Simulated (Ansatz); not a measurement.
Consider the cleavage of the Si–Si bond: `O[SiH](O)[Si](F)(F)F` + H₂S → `F[Si](F)(F)S` + `O[SiH2]O`.

Computed with Ansatz on PBE0-D4/def2-TZVP structures; ΔE is electronic, products minus reactants. CBS: MP2 limit from def2 TZ/QZ plus the TZ coupled-cluster correction, frozen cores. This one scheme is used for every species. Functionals use def2-TZVPP. B3LYP here is the variant with VWN-RPA as its local correlation; programs differ in this. Each species was taken in one conformer, which may not be the lowest.

| level | ΔE (kJ/mol) |
| --- | --- |
| PBE-D4 | -66.6 |
| r2SCAN-D4 | -80.6 |
| ωB97X-V | -76.0 |
| B3LYP | -75.0 |
| SCS-MP2/def2-TZVPP | -86.5 |
| MP2/def2-QZVPP | -89.4 |
| SCS-MP2/def2-QZVPP | -86.5 |
| CCSD/CBS(def2) | -80.4 |

**Question.** What does CCSD(T)/CBS give? (Estimate.)

**Answer.** Computed: -80.5 kJ/mol. The listed levels differ from it by 13.9, -0.1, 4.5, 5.5, -6.0, -8.9, -6.0, 0.1 kJ/mol.

Largest T1 diagnostic among the species: 0.012.

From PBE to PBE0 (25 % exact exchange), in def2-TZVPP and without D4, ΔE moves by −6.0 kJ/mol. The D4 term adds +3.5 kJ/mol with B3LYP and +2.4 kJ/mol with PBE0; it sums over pairs of atoms, weighted by their polarisabilities, and B3LYP, whose exchange is more repulsive, gets the larger term.
